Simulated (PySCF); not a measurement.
F₄Ge, SMILES [F][Ge]([F])([F])[F] (connectivity only; charge and spin as stated), charge -1, multiplicity 2. Atoms are numbered in the order given.

```xyz
5

F      1.3845     0.0000     0.9181
Ge     0.0000     0.0000    -0.2270
F     -1.3845     0.0000     0.9181
F      0.0000    -1.8563    -0.5144
F      0.0000     1.8563    -0.5144
```
Charge -1, spin multiplicity 2.

Geometry optimised at B3LYP-D3(BJ)/def2-SVPD. The spin state was assumed, not searched. The isomer is the one that the SMILES or the coordinates give; other isomers of the formula were not compared.

The numbers are results of PySCF with r2SCAN/def2-SVPD, not measurements.

Mulliken values depend strongly on the basis, most of all with diffuse functions as here. ESP charges are fitted to the potential on shells at 1.4 to 2.0 van der Waals radii. Atomic charges (e):

| atom | ESP fit | meta-Löwdin | Mulliken spin |
|---|---|---|---|
| F1 | -0.30 | -0.55 | -0.01 |
| Ge2 | 0.44 | 1.25 | 0.94 |
| F3 | -0.30 | -0.55 | -0.01 |
| F4 | -0.42 | -0.57 | 0.04 |
| F5 | -0.42 | -0.57 | 0.04 |
